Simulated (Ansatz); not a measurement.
Cost and result for the atomization energy of `CCBBO` (13 atoms, 12 bonds).

```xyz
13

C     0.174   -0.577   -1.519
C     0.597    0.689   -0.785
B     0.165    0.866    0.705
B    -0.955   -0.096    1.512
O    -0.722   -1.182    2.296
H    -0.912   -0.700   -1.503
H     0.604   -1.468   -1.053
H     0.490   -0.575   -2.566
H     0.187    1.582   -1.290
H     1.681    0.850   -0.862
H     0.611    1.836    1.269
H    -2.127    0.187    1.414
H     0.207   -1.412    2.382
```

Charge 0, multiplicity 1. All single points use the PBE0-D4/def2-TZVP geometry. It is one conformer, not always the lowest. Program: Ansatz. All runs use 4 threads of an Arm Neoverse V1 on a shared host. Times are those of one run each, without the atoms' runs, and a repeat can differ threefold. Electronic energies, without spin–orbit coupling; frozen cores. CCSD(T)/CBS adds CCSD(T) − MP2 in def2-TZVPP to the MP2 limit, and its time is that of the two runs behind it. T1 = 0.012. B3LYP takes the VWN-RPA correlation (the form of Gaussian; ORCA's B3LYP/G).

CCSD(T)/CBS is a level of theory with its own doubt, some kJ/mol a heavy atom from the limit and from the frozen cores, so smaller differences don't rank the functionals.

```
                             level  functions  wall time  atomization (kcal/mol)  difference from CCSD(T)/CBS  per bond
   PBE-D4/def2-TZVPP (with forces)        267      2.6 s                  1219.4                         25.8       2.2
                PBE0-D4/def2-TZVPP        267      2.7 s                  1204.2                         10.6       0.9
 B3LYP-D4/def2-TZVPP (with forces)        267      4.6 s                  1201.8                          8.2       0.7
r2SCAN-D4/def2-TZVPP (with forces)        267      4.7 s                  1204.9                         11.3       0.9
                 B2PLYP/def2-TZVPP        267      5.5 s                  1189.4                         -4.2      -0.4
                ωB97X-V/def2-TZVPP        267      7.5 s                  1199.4                          5.8       0.5
  ωB97M-V/def2-TZVPP (with forces)        267       11 s                  1202.6                          9.0       0.8
                    MP2/def2-QZVPP        525       35 s                  1200.2                          6.6       0.5
                CCSD(T)/def2-TZVPP        267    3.1 min                  1168.7                        -24.9      -2.1
                 CCSD(T)/CBS(def2)          –    3.6 min                  1193.6                          0.0       0.0
```

In def2-TZVPP, CCSD(T) changes the Hartree–Fock value by +251.9 kcal/mol (the triples alone add +13.4 kcal/mol) and MP2 by +268.7 kcal/mol; breaking electron pairs costs correlation energy, which Hartree–Fock lacks. From PBE to PBE0 (25 % exact exchange), in def2-TZVPP and without D4, the atomization energy moves by −14.5 kcal/mol: exact exchange takes away binding that semilocal exchange gives to molecules. The D4 term adds +7.7 kcal/mol with B3LYP and +4.1 kcal/mol with PBE0; it sums over pairs of atoms, weighted by their polarisabilities, and B3LYP, whose exchange is more repulsive, gets the larger term.
